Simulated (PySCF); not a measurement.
Estimate the missing entries of this data sheet.

C₅H₅NS.
InChI=1S/C5H5NS/c1-6-5-3-2-4-7-5/h2-4H,1H2

Conformer (atom-mapped SMILES and torsion angles): `[CH2:1]=[N:2][c:3]1[cH:4][cH:5][cH:6][s:7]1`: C1–N2–C3–C4 180°.

```json
{"property": "point group of the GFN2-xTB geometry", "level": "GFN2-xTB", "value": "?"}
{"property": "rotational constants A, B, C of the GFN2-xTB geometry", "level": "GFN2-xTB", "value": "?"}
{"property": "dipole moment", "level": "PBE0/pcSseg-1", "value": "?"}
{"property": "HOMO energy", "level": "PBE0/pcSseg-1", "value": "-6.60 eV"}
{"property": "LUMO energy", "level": "PBE0/pcSseg-1", "value": "-1.71 eV"}
{"property": "13C chemical shifts (computed TMS as zero) by class", "level": "GIAO PBE0/pcSseg-1", "value": "?"}
{"property": "1H chemical shifts (computed TMS as zero) by class", "level": "GIAO PBE0/pcSseg-1", "value": "7.81 (1 H), 7.40 (1 H), 7.10 (1 H), 7.08 (1 H), 6.93 (1 H) ppm"}
{"property": "isotropic shieldings of nuclei other than C and H, by class", "level": "GIAO PBE0/pcSseg-1", "value": "?"}
```

Electronic properties: PySCF, gas phase, density fitting.

(1) The 13C chemical shifts (computed TMS as zero) by class?

(2) Give the dipole moment.

(3) The isotropic shieldings of nuclei other than C and H, by class?

(4) Give the point group of the GFN2-xTB geometry.

(5) What are the rotational constants A, B, C of the GFN2-xTB geometry?

## Answers

(1) 163.4 (1 C), 145.6 (1 C), 136.1 (1 C), 132.7 (1 C), 130.2 (1 C) ppm.

(2) 0.90 D.

(3) -109 (1 N), 330 (1 S) ppm.

(4) Cs.

(5) 5.025, 1.994, 1.427 GHz.

The rotational constants make it an asymmetric top with κ = (2B − A − C)/(A − C) = -0.69, nearer the prolate limit (−1). With B = h/(8π²I), that is 505.379 GHz u Å² over I, the principal moments of inertia are 100.6, 253.5 and 354.1 u Å² (most abundant isotopes); the inertial defect Ic − Ia − Ib is 0.0 u Å² (zero for a rigid planar frame, negative otherwise). A dipole of 0.90 D is allowed in Cs, and pure rotational transitions are dipole-allowed. The dipole equals about 3.0 × 10⁻³⁰ C·m (1 D = 3.33564 × 10⁻³⁰ C·m).

One conformer stands for the species.
